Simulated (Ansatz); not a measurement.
`FCC(F)OC(F)F` → `FCOC(F)F` + `[CH]F`  (formal loss of a carbene)

Program: Ansatz. Geometries: PBE0-D4/def2-TZVP. ΔE: electronic, gas phase. CCSD(T)/CBS is the MP2 limit (def2-TZVPP, def2-QZVPP) plus CCSD(T) − MP2 in def2-TZVPP, frozen cores. This one scheme is used for every species. Functionals use def2-TZVPP. B3LYP here is the variant with VWN-RPA as its local correlation; programs differ in this. Each species was taken in one conformer, which may not be the lowest.

Q: Is it downhill or uphill in electronic energy at CCSD(T)/CBS, and by how much? (Estimate.)

A: Computed: Uphill: ΔE = +91.1 kcal/mol.

Q: What do these levels give: r2SCAN-D4, PBE0-D4, ωB97X-V, PBE, r2SCAN, PBE0, B3LYP, SCS-MP2/def2-TZVPP, HF/def2-QZVPP, MP2/def2-QZVPP, HF/CBS(def2), CCSD/CBS(def2)? (Estimate.)

A: Computed: r2SCAN-D4 96.3, PBE0-D4 96.5, ωB97X-V 92.7, PBE 92.6, r2SCAN 95.8, PBE0 95.2, B3LYP 88.0, SCS-MP2/def2-TZVPP 91.6, HF/def2-QZVPP 81.0, MP2/def2-QZVPP 96.6, HF/CBS(def2) 81.0, CCSD/CBS(def2) 90.6 kcal/mol.

Largest T1 diagnostic among the species: 0.018.

From PBE to PBE0 (25 % exact exchange), in def2-TZVPP and without D4, ΔE moves by +2.7 kcal/mol. In def2-TZVPP, CCSD(T) changes the Hartree–Fock value by +8.6 kcal/mol (the triples alone add +0.5 kcal/mol) and MP2 by +14.7 kcal/mol.
